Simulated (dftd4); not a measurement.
C₂H₇S (SMILES C[SH+]C), charge +1, singlet, at a GFN2-xTB geometry; D4 for tpss in dftd4 4.2.0.

Input for dftd4:
```
$ dftd4 mol.xyz --func tpss --charge 1 --json dftd4.json --noedisp --property

# file mol.xyz
10

C     -1.40724628     0.48438068    -0.17995981
S      0.00557886    -0.56253485     0.26851975
C      1.39601743     0.52355552    -0.15613213
H     -1.27918534     0.91342881    -1.16889909
H     -2.30637026    -0.12588924    -0.14650803
H     -1.48951780     1.27196174     0.56526984
H      0.02562393    -1.30724382    -0.86536194
H      1.27284396     0.94909271    -1.14720689
H      2.31114405    -0.06136075    -0.10725925
H      1.44357288     1.31295087     0.59020105
```

Predict the main parts of the log of this dftd4 run.


```
                    ____  _____ _____     ____  _  _
      -------------|  _ \|  ___|_   _|---|  _ \| || |------------
     |             | | | | |_    | | ___ | | | | || |_           |
     |             | |_| |  _|   | ||___|| |_| |__   _|          |
     |             |____/|_|     |_|     |____/   |_|            |
     |             ===================================           |
     |            E. Caldeweyher, S. Ehlert & S. Grimme          |
     |          Mulliken Center for Theoretical Chemistry        |
     |                    University of Bonn                     |
      -----------------------------------------------------------

Rational (Becke-Johnson) damping: tpss-D4-ATM
---------------------
  s6         1.0000
  s8         1.7660
  s9         1.0000
  a1         0.4282
  a2         4.5426
 alp        16.0000
--------------------

Atomic data, radii in Ångström:
------------------------------------------------------
   Z          R(cov)      r4/r2   hardness         EN
------------------------------------------------------
   6 C        1.0000     1.6431     0.4220     2.5500
  16 S        1.3600     2.1385     0.3892     2.5800
   1 H        0.4267     1.0622     0.4726     2.2000
------------------------------------------------------

Atomic reference systems (in atomic units):
----------------------------------------------------------------------------
   Z        #      CN     q+Z       C6(AA)   #      CN     q+Z       C6(AA)
----------------------------------------------------------------------------
   6 C      1  0.0000  6.0000      49.3833   2  0.9189  5.8288      52.1688
            3  1.9079  5.8579      35.6972   4  2.8312  5.7775      35.8445
            5  3.7487  5.7435      28.6317   6  2.9183  5.8956      32.2504
            7  0.8556  6.2103      25.6194
  16 S      1  0.0000 16.0000     134.5983   2  0.9220 15.8373     145.7512
            3  1.8445 15.7622     148.5324
   1 H      1  0.0000  1.0000       7.6362   2  0.8942  1.0000       3.0374
----------------------------------------------------------------------------

Atomic properties (in atomic units):
----------------------------------------------------------------------------
     #    Z              CN          q      C6(AA)        C8(AA)   alpha(0)
----------------------------------------------------------------------------
     1    6 C        3.7442    -0.1425     26.0779      754.2178     7.3717
     2   16 S        2.8608     0.0476    136.6155     6692.9570    19.7068
     3    6 C        3.7442    -0.1425     26.0779      754.2178     7.3717
     4    1 H        0.9251     0.1662      1.2872       15.5601     1.7742
     5    1 H        0.9250     0.1869      1.1676       14.1145     1.6898
     6    1 H        0.9250     0.1799      1.2063       14.5823     1.7176
     7    1 H        0.9210     0.1714      1.2565       15.1885     1.7530
     8    1 H        0.9251     0.1662      1.2872       15.5601     1.7742
     9    1 H        0.9250     0.1869      1.1676       14.1145     1.6898
    10    1 H        0.9250     0.1799      1.2063       14.5823     1.7176
----------------------------------------------------------------------------

Molecular properties (in atomic units):
----------------------------------------
 molecular C6                 875.3602
 molecular C8               26667.8660
----------------------------------------

Dispersion energy:      -6.5732902800371E-03 Eh

[Info] JSON dump of results written to 'dftd4.json'
```
